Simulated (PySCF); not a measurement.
**V (vanadium, neutral) across methods**

[Ar] 3d5, high-spin 6S determinant (an excited configuration). Computed with PySCF 2.14 in dyall-av2z, with the non-relativistic Hamiltonian (point nucleus). The B2PLYP total includes its PT2 part (frozen core); its orbital energies are those of the SCF part.

| method | E (hartree) | mean ε 3p α (eV) | mean ε 3p β (eV) | mean ε 3d α (eV) | Σ⟨r²⟩ (bohr²) | ⟨S²⟩ |
| --- | --- | --- | --- | --- | --- | --- |
| HSE06 | -943.656 | -41.597 | -36.921 | -2.061 | 37.04 | 8.750 |
| LC-wPBE | -943.658 | -43.480 | -39.464 | -4.751 | 35.50 | 8.750 |
| UHF | -942.75340 | -51.586 | -42.662 | -5.260 | 33.44 | 8.750 |
| B2PLYP | -943.564 | -45.434 | -39.317 | -3.324 | 35.53 | 8.750 |
| LDA | -941.714 | -38.582 | -35.273 | -1.653 | 38.54 | 8.750 |
| PBE0 | -943.636 | -41.948 | -37.234 | -2.417 | 36.90 | 8.750 |
| PBE | -943.623 | -38.681 | -35.199 | -1.503 | 39.01 | 8.750 |
| PBEsol | -942.620 | -38.538 | -35.097 | -1.487 | 38.60 | 8.750 |
| r2SCAN | -943.811 | -40.092 | -35.545 | -1.404 | 38.20 | 8.750 |
